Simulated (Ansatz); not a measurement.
Mulliken charges of Cl₂FSb (`[F][Sb]([Cl])[Cl]`) from r2SCAN/def2-TZVPP in Ansatz (PBE0-D4/def2-TZVP geometry).

```json
{"atom": "F1", "x (Å)": "-1.142", "y (Å)": "-0.596", "z (Å)": "1.121", "charge (e)": "-0.431"}
{"atom": "Sb2", "x (Å)": "0.122", "y (Å)": "0.662", "z (Å)": "0.471", "charge (e)": "1.079"}
{"atom": "Cl3", "x (Å)": "1.812", "y (Å)": "-0.888", "z (Å)": "0.077", "charge (e)": "-0.324"}
{"atom": "Cl4", "x (Å)": "-0.737", "y (Å)": "0.762", "z (Å)": "-1.689", "charge (e)": "-0.324"}
```

Task: By hand: the dipole of these point charges (1 e Å = 4.8032 D).

Result: Σ q r = (0.276, 1.012, 0.547) e Å, of length 1.183 e Å = 5.68 D.

Task: How does the dipole of the full density compare? (Estimate.)

Result: Computed: (0.164, 0.528, 0.255) e Å, 2.92 D; the point charges give 1.95 times that, at 3° from its direction.

Point charges leave out the atoms' own dipoles, such as those of lone pairs, and Mulliken's split depends on the basis, so the two needn't agree.
